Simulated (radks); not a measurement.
The numbers below are computed, except where a source is named.
Q: These are the eigenvalues of the occupied orbitals of an atom or ion with whole-number occupations (hartree). Code: a radial shooting solver on a logarithmic mesh with Libxc functionals. Model: Dirac Kohn-Sham, LDA (Slater exchange, Perdew-Zunger correlation), spin-unpolarised, spherical densities, point nucleus.

orbital  eigenvalue
1s1/2     -1261.220
2s1/2     -196.5574
2p1/2     -184.7772
2p3/2     -172.8631
3s1/2     -40.47419
3p1/2     -35.56945
3p3/2     -33.30750
3d3/2     -24.64491
3d5/2     -24.16632
4s1/2      -7.58774
4p1/2      -5.84988
4p3/2      -5.39420
4d3/2      -2.57852
4d5/2      -2.50489
5s1/2      -1.04026
5p1/2      -0.62566
5p3/2      -0.57197
4f5/2      -0.01608

Which element is it, and in what charge state? The configuration may be excited. Open shells, if any, fill j = l - 1/2 first.

A: Z = 54, xenon, charge 0: Xe in [Kr] 4d10 5s1 5p6 4f1. The list shows which subshells hold electrons but not how many an open one holds; the 1s level, -1261.2 hartree, gives Z - s = 50.2 by -(Z - s)^2/2, which with screening and relativity narrows Z to a few neighbours, and the depths of the outer levels then fix element, charge and occupations together.
